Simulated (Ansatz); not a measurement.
Reaction (formal exchange of groups at the Sn–F bond): `O=C=[N][SnH2][F]` + CH₄ → `[CH3][SnH2][N]=C=O` + H–F

Isolated molecules relaxed with PBE0-D4/def2-TZVP in Ansatz; ΔE leaves out vibrations. CCSD(T)/CBS adds triple-zeta CCSD(T) − MP2 to the extrapolated MP2 energy (def2 sets, frozen cores). This one scheme is used for every species. Functionals use def2-TZVPP. def2 core potentials past Kr. For Sn outer-core shells are correlated without core-valence functions, which leaves a few kJ/mol of doubt a bond. One conformer a species, not always the lowest.

CCSD(T)/CBS gives +67.2 kJ/mol.

(1) Another level gave +76.5 kJ/mol. Which?
A. PBE0/def2-TZVPP
B. BHLYP/def2-TZVPP
C. r2SCAN0/def2-TZVPP
D. HF/def2-TZVPP

Largest T1 diagnostic among the species: 0.016.

Results:

(1) C. r2SCAN0 76.5, HF/def2-TZVPP 90.2, PBE0 72.4, BHLYP 85.1 kJ/mol.

From PBE to PBE0 (25 % exact exchange), in def2-TZVPP and without D4, ΔE moves by −5.7 kJ/mol. The D4 term adds −5.3 kJ/mol with B3LYP and −3.0 kJ/mol with PBE0; it sums over pairs of atoms, weighted by their polarisabilities, and B3LYP, whose exchange is more repulsive, gets the larger term. Leaving LDA and LC-ωPBE aside and taking each functional with its dispersion term where it has one, the values, not all of them listed here, spread over 26.5 kJ/mol, from PBE-QIDH to B97M-V. LDA lies −12.5 kJ/mol from PBE without D4.

B3LYP here is the variant with VWN-RPA as its local correlation; programs differ in this.
